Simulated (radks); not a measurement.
Values are calculated unless marked as measured or tabulated.
Q: All-electron atom: the niobium ion Nb17+ in [Ar] 3d5 4s1 (not the ground configuration). Code: a radial shooting solver on a logarithmic mesh with Libxc functionals. Model: scalar-relativistic Kohn-Sham, PBE, spin-polarised, spherical densities, finite nucleus; open shells are filled with parallel spins first (spin-orbit coupling, left out, can overturn this in heavy ions); Fermi nuclear charge, rms radius 4.324 fm. Some entries of the table are withheld. Estimate them.

| orbital | occ. | eigenvalue (hartree) | <r^2> (bohr^2) |
|---|---|---|---|
| 1s up | 1 | -711.8115 | 0.001758 |
| 1s down | 1 | -711.7951 | 0.001758 |
| 2s up | 1 | -117.3314 | 0.02928 |
| 2s down | 1 | -116.9475 | 0.02916 |
| 2p up | 3 | -107.0122 | 0.02304 |
| 2p down | 3 | -106.7230 | 0.02292 |
| 3s up | 1 | -34.24500 | 0.1998 |
| 3s down | 1 | -33.74852 | 0.2014 |
| 3p up | 3 | -30.87399 | 0.1981 |
| 3p down | 3 | -30.36636 | 0.2002 |
| 3d up | 5 | (1) | 0.1714 |
| 3d down | 0 | (2) | 0.1744 |
| 4s up | 1 | -15.24355 | 0.8622 |
| 4s down | 0 | -14.96900 | 0.8672 |
| 4p up | 0 | -14.01541 | 0.9135 |
| 4p down | 0 | -13.73980 | 0.9194 |
| 4d up | 0 | (3) | 0.9679 |
| 4d down | 0 | (4) | 0.9769 |
| 5s up | 0 | -8.65344 | 2.527 |

A: 
(1) 3d up eigenvalue (hartree): -25.68806
(2) 3d down eigenvalue (hartree): -25.10105
(3) 4d up eigenvalue (hartree): -12.16614
(4) 4d down eigenvalue (hartree): -11.88370
